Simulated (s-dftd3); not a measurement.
C$_{3}$H$_{9}$In, charge +1, doublet, at a GFN2-xTB geometry (such geometries of metal compounds can be far from the true shape) (a state made from the parent by changing its charge; the spin is typed, not shown lowest); s-dftd3 with D3(bj) for tpss.

Input for s-dftd3:
```
$ s-dftd3 mol.xyz --bj tpss --json dftd3.json --noedisp --grad

# file mol.xyz
13

In    -0.01459449     0.12307668    -0.08003243
C     -1.21332375    -1.90868512     0.19751126
H     -0.58880252    -2.67841394    -0.24526533
H     -2.12601746    -1.71911321    -0.35790670
H     -1.36965118    -2.03756831     1.26400781
C     -0.21507133     2.01031358    -1.29366667
H      0.68750489     2.11902042    -1.89540330
H     -0.32159150     2.84485438    -0.60032830
H     -1.09837796     1.90884052    -1.92477681
C      1.50549555    -0.75577286     1.52126054
H      2.31397170    -0.03254945     1.49570674
H      1.79109384    -1.74329790     1.17263736
H      0.96439733    -0.76766314     2.46228666
```

**Question.** What does s-dftd3 print? Leave out banner, timings and long lists.

**Answer.** 
```
-----------------------------------
 s i m p l e   D F T - D 3  v1.4.0
-----------------------------------

Rational (Becke-Johnson) damping: tpss-D3(BJ)
---------------------
  s6         1.0000
  s8         1.9435
  s9         0.0000
  a1         0.4535
  a2         4.4752
 alp        14.0000
--------------------

Dispersion energy:      -1.0209414956083E-02 Eh

Gradient norm:           5.0282062037400E-04 Eh/a0
--------------------------------------------------
     #    Z           dE/dx      dE/dy      dE/dz
--------------------------------------------------
     1   49 In    6.761E-07 -6.349E-06  4.073E-06
     2    6 C    -1.689E-04 -9.888E-05 -6.810E-05
     3    1 H    -8.380E-05 -1.122E-04 -5.716E-05
     4    1 H    -8.149E-05 -6.986E-05 -1.314E-05
     5    1 H    -1.326E-04 -8.714E-05  8.548E-06
     6    6 C    -1.589E-05  1.435E-04 -9.272E-05
     7    1 H     7.574E-06  5.547E-05 -5.064E-05
     8    1 H    -1.247E-05  7.017E-05 -2.307E-05
     9    1 H    -1.590E-05  6.237E-05 -4.815E-05
    10    6 C     1.742E-04  4.836E-05  1.008E-04
    11    1 H     8.952E-05 -2.598E-06  6.058E-05
    12    1 H     1.449E-04 -2.210E-05  6.195E-05
    13    1 H     9.415E-05  1.923E-05  1.170E-04
--------------------------------------------------

Virial:
--------------------------------------------------
      component           x          y          z
--------------------------------------------------
          x       2.757E-03  7.861E-04  1.311E-03
          y       7.861E-04  2.831E-03 -8.286E-04
          z       1.311E-03 -8.286E-04  1.782E-03
--------------------------------------------------

[Info] JSON dump of results written to 'dftd3.json'
```
